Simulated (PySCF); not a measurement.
BeH4N2, SMILES [NH2][Be][NH2].

Geometry optimised at r2SCAN-D4/def2-TZVP. One conformer was computed; it need not be the lowest.

Calculation: TDDFT-ωB97X/def2-SVPD (PySCF 2.14.0).

Vertical excitations; the highest root listed may be one member of a degenerate set.  State labels are in the subgroup D2.

Computed UV-visible absorptions:
```json
[
 {"state": "S1", "symmetry": "B2", "energy (eV)": "6.33", "λ (nm)": "196", "f": "0.092", "main pairs": "HOMO−1→LUMO, HOMO→LUMO+1 (degenerate set)"},
 {"state": "S2", "symmetry": "B3", "energy (eV)": "6.33", "λ (nm)": "196", "f": "0.092", "main pairs": "HOMO→LUMO, HOMO−1→LUMO+1 (degenerate set)"},
 {"state": "S3", "symmetry": "B1", "energy (eV)": "7.29", "λ (nm)": "170", "f": "0.000", "main pairs": "HOMO→LUMO+4 26 %, HOMO−1→LUMO+5 26 %, HOMO→LUMO+2 23 %, HOMO−1→LUMO+3 23 %"},
 {"state": "S4", "symmetry": "A", "energy (eV)": "7.31", "λ (nm)": "169", "f": "0.000", "main pairs": "HOMO−1→LUMO+2 25 %, HOMO→LUMO+3 25 %, HOMO−1→LUMO+4 24 %, HOMO→LUMO+5 24 %"},
 {"state": "S5", "symmetry": "B3", "energy (eV)": "7.81", "λ (nm)": "159", "f": "0.000", "main pairs": "HOMO−1→LUMO+1, HOMO→LUMO (degenerate set)"},
 {"state": "S6", "symmetry": "B2", "energy (eV)": "7.81", "λ (nm)": "159", "f": "0.000", "main pairs": "HOMO→LUMO+1, HOMO−1→LUMO (degenerate set)"},
 {"state": "S7", "symmetry": "A", "energy (eV)": "7.82", "λ (nm)": "158", "f": "0.000", "main pairs": "HOMO→LUMO+3 40 %, HOMO−1→LUMO+2 40 %, HOMO→LUMO+5 9 %, HOMO−1→LUMO+4 9 %"},
 {"state": "S8", "symmetry": "B1", "energy (eV)": "8.02", "λ (nm)": "155", "f": "0.100", "main pairs": "HOMO−1→LUMO+3 44 %, HOMO→LUMO+2 44 %"},
 {"state": "S9", "symmetry": "B1", "energy (eV)": "8.15", "λ (nm)": "152", "f": "0.000", "main pairs": "HOMO→LUMO+2 21 %, HOMO−1→LUMO+3 21 %, HOMO−1→LUMO+5 20 %, HOMO→LUMO+4 20 %"},
 {"state": "S10", "symmetry": "A", "energy (eV)": "8.15", "λ (nm)": "152", "f": "0.000", "main pairs": "HOMO−1→LUMO+4 22 %, HOMO→LUMO+5 22 %, HOMO−1→LUMO+2 19 %, HOMO→LUMO+3 19 %"},
 {"state": "T1", "symmetry": "B2", "energy (eV)": "6.12", "λ (nm)": "203", "f": "0", "main pairs": "HOMO−1→LUMO, HOMO→LUMO+1 (degenerate set)"},
 {"state": "T2", "symmetry": "B3", "energy (eV)": "6.12", "λ (nm)": "203", "f": "0", "main pairs": "HOMO→LUMO, HOMO−1→LUMO+1 (degenerate set)"},
 {"state": "T3", "symmetry": "B1", "energy (eV)": "6.98", "λ (nm)": "178", "f": "0", "main pairs": "HOMO→LUMO+2 27 %, HOMO−1→LUMO+3 27 %, HOMO→LUMO+4 21 %, HOMO−1→LUMO+5 21 %"},
 {"state": "T4", "symmetry": "A", "energy (eV)": "7.00", "λ (nm)": "177", "f": "0", "main pairs": "HOMO−1→LUMO+2 29 %, HOMO→LUMO+3 29 %, HOMO−1→LUMO+4 19 %, HOMO→LUMO+5 19 %"}
]
```
Triplets are in the Tamm–Dancoff approximation, which puts them higher than full response would, so one can lie above its singlet here.
